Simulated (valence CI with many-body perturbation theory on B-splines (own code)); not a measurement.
**Energy levels of Rh⁴⁺**

Level of theory: configuration interaction combined with many-body perturbation theory (CI+MBPT): five valence electrons over a frozen Dirac-Fock core [Kr], a basis of 7 s, 7 p, 8 d, 6 f, 4 g, 1 h functions for each j, with the one-electron correlation potential Σ1, the two-electron term Σ2, the three-electron term Σ3, Breit, model QED; selected CI, second order for the rest, scaled by the run's own slope (own B-spline code, finite nucleus).

No measured levels were compared; by estimate terms of the open shell hold to 2 to 4 % of their energy, and close levels can change places; different configurations can be misplaced against each other by 1,000 to 8,000 cm⁻¹. Among the levels kept, up to 2500 cm⁻¹ of a level comes from second order outside the variational space, and about a tenth of that is noise between levels of different J, which matters for small intervals.

Levels 46 to 90 of 222, with energies above the lowest level, 4d5 6S_5/2. "Leading %" is the weight of the configuration and term that name the level; weights of strongly mixed levels are sums over their largest components and can fall short. Lifetimes count E1, E2, E3, M1 and M2 decay at the calculated energies, and are blank where another channel may lead or the interval is too uncertain; long ones can be off by a factor of two.

| No. | Configuration | Term | J | E (cm⁻¹) | Leading % | Second component | Lifetime |
| --- | --- | --- | --- | --- | --- | --- | --- |
| 46 | 4d4 5s | 4D | 7/2 | 146900 | 93 |  | 73.1 μs |
| 47 | 4d4 5s | 4H | 7/2 | 150910 | 85 | 7 % 4d4 5s 4G | 157 μs |
| 48 | 4d4 5s | 4H | 9/2 | 151400 | 80 | 11 % 4d4 5s 4G | 153 μs |
| 49 | 4d4 5s | 4P | 1/2 | 151470 | 88 |  | 140 μs |
| 50 | 4d4 5s | 4H | 11/2 | 152380 | 88 | 8 % 4d4 5s 4G | 152 μs |
| 51 | 4d4 5s | 4H | 13/2 | 153350 | 95 |  | 148 μs |
| 52 | 4d4 5s | 4F | 5/2 | 154170 | 51 | 45 % 4d4 5s 4G | 139 μs |
| 53 | 4d4 5s | 4P | 3/2 | 154240 | 91 |  | 137 μs |
| 54 | 4d4 5s | 4F | 7/2 | 154570 | 53 | 34 % 4d4 5s 4G | 135 μs |
| 55 | 4d4 5s | 4F | 3/2 | 154800 | 94 |  | 133 μs |
| 56 | 4d4 5s | 4F | 9/2 | 155060 | 61 | 16 % 4d4 5s 4G | 130 μs |
| 57 | 4d4 5s | 4G | 5/2 | 156670 | 49 | 43 % 4d4 5s 4F |  |
| 58 | 4d4 5s | 4P | 5/2 | 157780 | 87 | 9 % 4d4 5s 4D |  |
| 59 | 4d4 5s | 4G | 7/2 | 157820 | 54 | 38 % 4d4 5s 4F | 132 μs |
| 60 | 4d4 5s | 4G | 9/2 | 158220 | 67 | 19 % 4d4 5s 4F |  |
| 61 | 4d4 5s | 4G | 11/2 | 158300 | 78 | 10 % 4d4 5s 2H | 125 μs |
| 62 | 4d4 5s | 2H | 9/2 | 159480 | 84 | 7 % 4d4 5s 2G |  |
| 63 | 4d4 5s | 2P | 1/2 | 160380 | 74 | 19 % 4d4 5s 4D | 80.0 μs |
| 64 | 4d4 5s | 2H | 11/2 | 161060 | 69 | 16 % 4d4 5s 2I | 83.4 μs |
| 65 | 4d4 5s | 2F | 7/2 | 162130 | 34 | 32 % 4d4 5s 4D |  |
| 66 | 4d4 5s | 4D | 7/2 | 162660 | 62 | 20 % 4d4 5s 2F |  |
| 67 | 4d4 5s | 4D | 5/2 | 162740 | 55 | 26 % 4d4 5s 2F |  |
| 68 | 4d4 5s | 4D | 3/2 | 162870 | 81 | 13 % 4d4 5s 2P | 100 μs |
| 69 | 4d4 5s | 2F | 5/2 | 163780 | 63 | 28 % 4d4 5s 4D |  |
| 70 | 4d4 5s | 4D | 1/2 | 164150 | 81 | 14 % 4d4 5s 2P | 95.2 μs |
| 71 | 4d4 5s | 2G | 7/2 | 164650 | 82 | 13 % 4d4 5s 2F |  |
| 72 | 4d4 5s | 2I | 13/2 | 164700 | 94 |  | 106 μs |
| 73 | 4d4 5s | 2I | 11/2 | 165360 | 79 | 18 % 4d4 5s 2H | 100 μs |
| 74 | 4d4 5s | 2P | 3/2 | 165750 | 75 | 11 % 4d4 5s 4D | 75.0 μs |
| 75 | 4d4 5s | 2G | 9/2 | 165990 | 93 |  | 69.3 μs |
| 76 | 4d4 5s | 2G | 9/2 | 168320 | 81 | 9 % 4d4 5s 2H | 98.7 μs |
| 77 | 4d4 5s | 2G | 7/2 | 169150 | 64 | 29 % 4d4 5s 2F | 85.5 μs |
| 78 | 4d4 5s | 2D | 5/2 | 170260 | 87 | 7 % 4d4 5s 2F | 73.0 μs |
| 79 | 4d4 5s | 2D | 3/2 | 170780 | 92 |  | 92.4 μs |
| 80 | 4d4 5s | 2S | 1/2 | 172060 | 88 | 5 % 4d4 5s 2P | 91.3 μs |
| 81 | 4d4 5s | 2D | 5/2 | 173770 | 84 | 5 % 4d4 5s 4P | 97.8 μs |
| 82 | 4d4 5s | 2D | 3/2 | 174350 | 83 | 6 % 4d4 5s 2P | 77.0 μs |
| 83 | 4d4 5s | 2F | 7/2 | 176950 | 84 | 10 % 4d4 5s 4F | 82.9 μs |
| 84 | 4d4 5s | 2F | 5/2 | 177310 | 83 | 7 % 4d4 5s 4F | 88.7 μs |
| 85 | 4d4 5s | 4P | 5/2 | 181020 | 91 | 4 % 4d4 5s 2D | 70.2 μs |
| 86 | 4d4 5s | 4F | 9/2 | 181870 | 95 |  | 75.9 μs |
| 87 | 4d4 5s | 4F | 3/2 | 182250 | 91 |  | 76.6 μs |
| 88 | 4d4 5s | 4F | 5/2 | 182630 | 86 | 8 % 4d4 5s 2F |  |
| 89 | 4d4 5s | 4F | 7/2 | 182680 | 86 | 10 % 4d4 5s 2F | 76.3 μs |
| 90 | 4d4 5s | 4P | 3/2 | 183170 | 92 |  | 69.2 μs |

Names give the largest LS component (configuration and term), which can be under half, so a name can repeat, a term be missing and a line seem to break the LS rules; names also repeat where a configuration has a term twice.

Where two levels of one J and parity lie close, their mixing, g and order are uncertain.
